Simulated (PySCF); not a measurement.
Vertical excitations of a molecule C₅H₁₂AlFO from PySCF 2.14.0 with TDA-CAM-B3LYP/def2-SVP, as energy in eV (oscillator strength): 7.12 (0.023), 7.27 (0.014), 7.30 (0.002), 7.69 (0.104), 7.99 (0.055), 8.06 (0.340), 9.19 (0.021), 9.27 (0.018), 9.42 (0.009), 9.51 (0.046). Lowest triplet (TDA): 6.77 eV. Geometry optimised at B3LYP-D3(BJ)/def2-SVP. Other conformers were not sampled.

Which structure fits?
(A) C[O][Al]([F])[C](C)(C)C
(B) CCC[CH2][Al]([F])[O]C
(C) [CH3][Al]([F])[O]C(C)(C)C

C, [CH3][Al]([F])[O]C(C)(C)C
